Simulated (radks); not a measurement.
The mean radii <r> (bohr) of the occupied orbitals of an atom or ion are listed with their occupations. All-electron calculation, scalar-relativistic Kohn-Sham, revPBE, spin-polarised, spherical densities, finite nucleus; Fermi nuclear charge, rms radius of each element as measured or else 0.836 A^(1/3) + 0.57 fm. Program: a radial shooting solver on a logarithmic mesh with Libxc functionals.

| orbital | occ. | <r> |
|---|---|---|
| 1s up | 1 | 0.03343 |
| 1s down | 1 | 0.03343 |
| 2s up | 1 | 0.1457 |
| 2s down | 1 | 0.1456 |
| 2p up | 3 | 0.1270 |
| 2p down | 3 | 0.1269 |
| 3s up | 1 | 0.4025 |
| 3s down | 1 | 0.4024 |
| 3p up | 3 | 0.4029 |
| 3p down | 3 | 0.4026 |
| 3d up | 5 | 0.3840 |
| 3d down | 5 | 0.3835 |
| 4s up | 1 | 1.007 |
| 4p up | 3 | 1.103 |
| 4p down | 3 | 1.103 |
| 4d up | 5 | 1.428 |
| 4d down | 1 | 1.460 |
| 5s up | 1 | 2.598 |

Name the element and its charge. Open shells, if any, are filled with parallel spins first.

Answer. Z = 44, ruthenium, charge +2: Ru2+ in [Ar] 3d10 4s1 4p6 4d6 5s1. The 1s radius gives Z: for a bare nucleus <r> = (2 gamma + 1)/(2Z) with gamma = sqrt(1 - (Z/c)^2), 0.03289 bohr for Z = 44, and screening makes it slightly larger (0.03343 here). The occupations add up to 42, and the charge is Z minus that.
